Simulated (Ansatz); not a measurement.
`C=[CH][SnH2][F]` + H–F → `[F][SnH2][F]` + `C=C`  (ligand exchange at the Sn–C bond)

Gas-phase electronic energies from Ansatz, PBE0-D4/def2-TZVP geometries. CCSD(T)/CBS adds triple-zeta CCSD(T) − MP2 to the extrapolated MP2 energy (def2 sets, frozen cores). This one scheme is used for every species. DFT in def2-TZVPP. Elements past krypton have def2 core potentials. For Sn outer-core shells are correlated without core-valence functions, which leaves a few kJ/mol of doubt a bond. One conformer a species, not always the lowest.

CCSD(T)/CBS gives -68.0 kJ/mol.

Another level gave -65.0 kJ/mol. Which?
A. HF/def2-TZVPP
B. LC-ωPBE/def2-TZVPP
C. RPA@PBE/def2-TZVPP
D. ωB97M-V/def2-TZVPP

C. RPA@PBE/def2-TZVPP -65.0, LC-ωPBE -80.1, ωB97M-V -75.8, HF/def2-TZVPP -90.8 kJ/mol.

Largest T1 diagnostic among the species: 0.014.

At CCSD(T), def2-SVP lies −10.3 kJ/mol from the extrapolated value and def2-TZVPP +3.6 kJ/mol. In def2-TZVPP, CCSD(T) changes the Hartree–Fock value by +26.4 kJ/mol (the triples alone add +2.5 kJ/mol) and MP2 by +31.3 kJ/mol. From r2SCAN to r2SCAN0 (25 % exact exchange), in def2-TZVPP and without D4, ΔE moves by +6.2 kJ/mol.
